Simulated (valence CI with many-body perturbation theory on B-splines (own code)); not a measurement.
## Energy levels of Ca14+

Level of theory: relativistic CI+MBPT: four valence electrons over a frozen Dirac-Fock core [He], a basis of 9 s, 9 p, 8 d, 6 f, 3 g, 1 h functions for each j, with the one-electron correlation potential Σ1 (screened to all orders), the two-electron term Σ2, the three-electron term Σ3, Breit, model QED; selected single and double excitations, second order for the rest, scaled by the run's own slope (own B-spline code, finite nucleus).

No measured levels were compared; by estimate levels of excited configurations hold to 0.05 to 0.15 % of their energy, terms of the ground configuration to about 0.5 %. Among the levels kept, up to 320 cm⁻¹ of a level comes from second order outside the variational space, and about a tenth of that is noise between levels of different J, which matters for small intervals.

Levels 1 to 45 of 49, with energies above the lowest level, 2s²2p² ³P_0. "Leading %" is the weight of the configuration and term that name the level; weights of strongly mixed levels are sums over their largest components and can fall short, so below about 35 % the name and the second component can differ from the true leading terms, or belong to a minority configuration. Lifetimes count E1, E2, E3, M1 and M2 decay at the calculated energies, and are blank where another channel may lead or the interval is too uncertain; long ones can be off by a factor of two.

```csv
No.,Configuration,Term,J,E (eV),Leading %,g,Lifetime,Second component
1,2s²2p²,³P,0,0.00,96,,,
2,2s²2p²,³P,1,2.18,99,1.499,10.6 ms,
3,2s²2p²,³P,2,4.45,93,1.471,12.6 ms,5 % 2s²2p² ¹D
4,2s²2p²,¹D,2,13.49,93,1.026,720 μs,5 % 2s²2p² ³P
5,2s²2p²,¹S,0,24.54,93,,106 μs,4 % 2p⁴ ¹S
6,2s2p³,⁵S°,2,34.19,99,1.997,181 ns,
7,2s2p³,³D°,2,61.59,94,1.183,203 ps,5 % 2s2p³ ³P°
8,2s2p³,³D°,1,61.71,96,0.533,185 ps,
9,2s2p³,³D°,3,62.03,100,1.332,235 ps,
10,2s2p³,³P°,0,72.16,100,,83.4 ps,
11,2s2p³,³P°,1,72.29,96,1.470,83.9 ps,
12,2s2p³,³P°,2,72.64,93,1.477,90.1 ps,5 % 2s2p³ ³D°
13,2s2p³,³S°,1,90.43,94,1.943,15.8 ps,5 % 2s2p³ ¹P°
14,2s2p³,¹D°,2,90.54,98,1.004,30.6 ps,
15,2s2p³,¹P°,1,101.05,94,1.048,19.2 ps,5 % 2s2p³ ³S°
16,2p⁴,³P,2,137.36,95,1.482,26.4 ps,
17,2p⁴,³P,1,140.63,99,1.499,24.9 ps,
18,2p⁴,³P,0,141.39,96,,24.6 ps,
19,2p⁴,¹D,2,148.24,95,1.015,42.8 ps,
20,2p⁴,¹S,0,167.59,93,,20.9 ps,4 % 2s²2p² ¹S
21,2s²2p3s,³P°,0,505.84,96,,1.53 ps,
22,2s²2p3s,³P°,1,506.47,82,1.428,1.39 ps,14 % 2s²2p3s ¹P°
23,2s²2p3s,³P°,2,510.32,96,1.499,1.49 ps,
24,2s²2p3s,¹P°,1,512.57,82,1.068,953 fs,14 % 2s²2p3s ³P°
25,2s²2p3p,³D,1,521.45,53,0.747,61.0 ps,40 % 2s²2p3p ¹P
26,2s²2p3p,³D,1,524.22,37,1.003,33.3 ps,35 % 2s²2p3p ¹P
27,2s²2p3p,³D,2,524.38,90,1.174,50.2 ps,
28,2s²2p3p,³P,0,526.95,86,,9.82 ps,7 % 2s2p²3s ³P
29,2s²2p3p,³D,3,527.60,95,1.333,56.2 ps,
30,2s²2p3p,³S,1,527.86,39,1.542,16.7 ps,28 % 2s²2p3p ³P
31,2s²2p3p,³P,1,529.52,50,1.704,12.3 ps,40 % 2s²2p3p ³S
32,2s²2p3p,³P,2,530.17,80,1.459,10.4 ps,7 % 2s2p²3s ³P
33,2s²2p3p,¹D,2,534.94,89,1.031,29.0 ps,5 % 2s²2p3p ³P
34,2s2p²3s,⁵P,1,539.74,98,2.493,2.01 ps,
35,2s²2p3p,¹S,0,540.76,92,,11.0 ps,
36,2s²2p3d,³F°,2,541.04,73,0.751,1.48 ps,22 % 2s²2p3d ¹D°
37,2s2p²3s,⁵P,2,541.42,98,1.831,1.97 ps,
38,2s²2p3d,³F°,3,542.92,87,1.098,1.35 ps,7 % 2s²2p3d ³D°
39,2s2p²3s,⁵P,3,543.48,98,1.663,1.90 ps,
40,2s²2p3d,¹D°,2,543.69,52,1.047,338 fs,16 % 2s²2p3d ³F°
41,2s²2p3d,³F°,4,545.71,96,1.249,1.06 ns,
42,2s²2p3d,³D°,1,545.85,75,0.690,153 fs,15 % 2s²2p3d ³P°
43,2s²2p3d,³D°,2,547.16,44,1.173,209 fs,24 % 2s²2p3d ³P°
44,2s2p²3s,³P,0,548.58,89,,1.24 ps,8 % 2s²2p3p ³P
45,2s²2p3d,³D°,3,548.71,86,1.305,153 fs,8 % 2s²2p3d ³F°
```

Names give the largest LS component (configuration and term), which can be under half, so a name can repeat, a term be missing and a line seem to break the LS rules; names also repeat where a configuration has a term twice.

The ionisation energy to 2s²2p ²P°1/2 of the next ion comes out as 894.67 eV (NIST: 894 ± 0.4 eV (semi-empirical)). All 49 levels together are meant to be complete up to 550.71 eV.
